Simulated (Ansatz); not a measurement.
System: GeHBr2, charge 0, multiplicity 2. SMILES: [Br][GeH][Br]
Structure (B3LYP-D3(BJ)/def2-TZVP (Ansatz, an electronic-structure program) minimum search):
```
Ge
H 1 1.5628
Br 1 2.3362 2 106.58
Br 1 2.3362 2 106.58 3 -116.78
```
Charge 0, spin multiplicity 2.

Property: size of the dipole moment, in D. Terms: dispersion terms only where a functional's name holds one; UHF or UKS for open shells; spin-orbit terms left out; non-relativistic; LANL2DZ with its own core potentials from Na on; 6-31G* and kin with 6d, 5d where marked. Ab initio and DFT rows: single points at B3LYP-D3(BJ) geometries (Ansatz).

| level | program | size of the dipole moment (D) |
|---|---|---|
| PBE/STO-3G | Ansatz | 1.09 |
| PBE/3-21G | Ansatz | 1.57 |
| PBE/LANL2DZ | Ansatz | 1.98 |
| PBE/6-31G* | Ansatz | 1.55 |
| PBE/def2-SVP | Ansatz | 1.36 |
| PBE/6-31G* with LANL2DZ past Ar | Ansatz | 1.94 |

No value to compare with is used here. The 6 habitual levels span 1.09 (PBE/STO-3G) to 1.98 D (PBE/LANL2DZ).

The sets are all those run for this method; left out are runs that failed, that the program found above a lower state of the same kind, or whose <S^2> lies over 0.5 above the pure value.
